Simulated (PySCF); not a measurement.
**Ir²⁺: ionisation energy**

Ir²⁺ [Xe] 4f14 5d7 [5d3/2^4 5d5/2^3, M_J = 9/2] → Ir³⁺ [Xe] 4f14 5d6 [5d3/2^4 5d5/2^2, M_J = 4], as a difference of total energies. Computed with PySCF 2.14 in x2c-TZVPPall-2c (11s11p10d3f1g, 124 functions), with the two-component X2C-1e Hamiltonian. Correlated levels: [Kr] 4d10 4f14 frozen; the 34 highest virtual spinors dropped. "Screened" scales the spin-orbit matrix elements by Boettger's factors to mimic the two-electron term; Breit and QED terms are absent.

```csv
method,ionisation energy (eV)
GHF (spin-free),27.448
GMP2 (spin-free),28.871
GHF (screened spin-orbit),27.565
GMP2 (screened spin-orbit),28.983
```

Task: How much does correlation contribute at GMP2 (screened spin-orbit)?

Result: 28.983 − (27.565) = 1.418 eV, measured against GHF (screened spin-orbit).

The spin-free rows relax to the high-spin LS determinant and lack the spin-orbit shift.

Errors of the correlated levels include the incompleteness of this basis and the frozen core.

The labels give the starting determinants; with spin-orbit coupling the two ends relaxed to ⟨J²⟩ = 24.77, ⟨L²⟩ = 13.11, ⟨S²⟩ = 3.59 and ⟨J²⟩ = 20.04, ⟨L²⟩ = 6.86, ⟨S²⟩ = 5.71.

For comparison: 28 ± 1.6 eV (theoretical estimate listed by NIST; NIST Atomic Spectra Database, ionization energies).
